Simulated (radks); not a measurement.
Task: These are the eigenvalues of the occupied orbitals of an atom or ion with whole-number occupations (eV). All-electron calculation, Dirac Kohn-Sham, PBE, spin-unpolarised, spherical densities, point nucleus. Program: a radial shooting solver on a logarithmic mesh with Libxc functionals.

orbital  eigenvalue
1s1/2     -15055.63
2s1/2     -2034.363
2p1/2     -1847.688
2p3/2     -1786.894
3s1/2     -324.6948
3p1/2     -257.8000
3p3/2     -248.6581
3d3/2     -131.6256
3d5/2     -130.0706
4s1/2      -55.6770
4p1/2      -39.2527
4p3/2      -38.1975
5s1/2      -15.2946

Which element is it, and in what charge state? The configuration may be excited. Open shells, if any, fill j = l - 1/2 first.

Result: Z = 37, rubidium, charge +2: Rb2+ in [Ar] 3d10 4s2 4p4 5s1. The list shows which subshells hold electrons but not how many an open one holds; the 1s level, -553.28 hartree, gives Z - s = 33.3 by -(Z - s)^2/2, which with screening and relativity narrows Z to a few neighbours, and the depths of the outer levels then fix element, charge and occupations together.
